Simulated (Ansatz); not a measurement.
One change: `B[SiH]1CO1` becomes `[AsH2][SiH]1CO1`.

Ansatz, PBE0-D4/def2-TZVP geometries, multiplicity 1. 

Scalar relativity is left out up to krypton.

```
                                          property  `B[SiH]1CO1`
                LUMO energy (PBE0/def2-TZVPP) / eV         -2.84
             LUMO energy (ωB97M-V/def2-TZVPP) / eV         -0.93
               HOMO energy (B3LYP/def2-TZVPP) / eV         -7.23
size of the dipole moment (ωB97M-V/def2-TZVPP) / D          1.77
    size of the dipole moment (PBE/def2-TZVPP) / D          1.29
           HOMO–LUMO gap (ωB97M-V/def2-TZVPP) / eV          8.62
```

Problem. What does the change do to each property? (An estimate is asked.)

Solution. The calculation gave: 
```
                                          property  `[AsH2][SiH]1CO1`  shift
                LUMO energy (PBE0/def2-TZVPP) / eV              -0.61   2.23
             LUMO energy (ωB97M-V/def2-TZVPP) / eV               1.21   2.14
               HOMO energy (B3LYP/def2-TZVPP) / eV              -7.32  -0.09
size of the dipole moment (ωB97M-V/def2-TZVPP) / D               1.99   0.22
    size of the dipole moment (PBE/def2-TZVPP) / D               1.73   0.44
           HOMO–LUMO gap (ωB97M-V/def2-TZVPP) / eV              10.92   2.30
```

With PBE0 the HOMO falls by 0.11 eV and the LUMO rises by 2.23 eV, so the gap widens by about 2.34 eV. PBE moves the HOMO by 0.06 eV and ωB97M-V by -0.16 eV. Dipoles are sizes alone; their direction can turn.

B3LYP here is the variant with VWN-RPA as its local correlation; programs differ in this.
